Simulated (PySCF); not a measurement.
**How the method changes the constants of CaP**

State: ⁴Σ⁻ (quartet), unpaired electrons σ ↑, π ↑↑. Set-up: basis Ca 3-21G, P 3-21G; no relativity; PySCF 2.14. De refers to Ca + P in their high-spin ground configurations, without counterpoise correction. The functionals are run spin-unrestricted. A positive dipole means Ca(−)P(+). Levels whose curve was spin-contaminated or gave no clean fit are not listed.

```tsv
Level	Re (Å)	ωe (cm⁻¹)	De (eV)	μ (D)	CPU s a point (SCF and correlation, without the integrals)
ROHF	3.044	251	0.048	-5.36	0.074
ROHF-MP2	3.095	226	0.140	n/a	0.1
ROHF-SCS-MP2	3.103	222	0.099	n/a	n/a
ROHF-CCSD(T)	3.253	143	0.154	n/a	0.54
PBE	3.090	209	0.90	-3.27	0.32
r²SCAN	3.091	214	0.95	-3.75	0.45
r²SCANh	3.088	215	0.91	-3.84	0.47
PBE0	3.072	215	0.81	-3.73	0.48
r²SCAN0	3.083	215	0.85	-3.96	0.47
MN15	3.125	184	0.57	-2.72	0.46
CAM-B3LYP	3.058	217	0.68	-3.92	0.47
```

Q: Which functional lies closest to ROHF-CCSD(T) in De, which farthest, and by how much do they differ from it?

A: Closest is MN15 (-12.8 pm in Re, +28.7 % in ωe, +0.42 eV in De against ROHF-CCSD(T) in the same basis), farthest r²SCAN (-16.2 pm in Re, +49.7 % in ωe, +0.80 eV in De). CCSD(T) converges more slowly with the basis than the functionals do and binds too weakly in this one, so the order can change at the basis-set limit.

Q: What does second-order correlation do here, going from ROHF to ROHF-MP2?

A: ROHF-MP2 less ROHF: +5.1 pm in Re, -10.0 % in ωe, +0.09 eV in De. Correlation nearly always deepens the well. The bond lengthens, as in strong covalent bonds, where excitations into antibonding orbitals dominate.

Q: What does all correlation do here, going from ROHF to ROHF-CCSD(T)?

A: ROHF-CCSD(T) less ROHF: +20.9 pm in Re, -43.0 % in ωe, +0.11 eV in De. Correlation nearly always deepens the well. The bond lengthens, as in strong covalent bonds, where excitations into antibonding orbitals dominate.

Correlated steps freeze 10 core orbitals. The CCSD T1 diagnostic is raised, a sign that a single reference may not be enough here. 3-21G is very small, so such numbers show the basis as much as the molecule. The state was picked by a PBE0 search and need not be the measured ground state.

The whole job (state search and all levels along the bond) took about 1 min on 1 thread of Arm Neoverse V1 (shared host), peak memory 0.39 GiB.
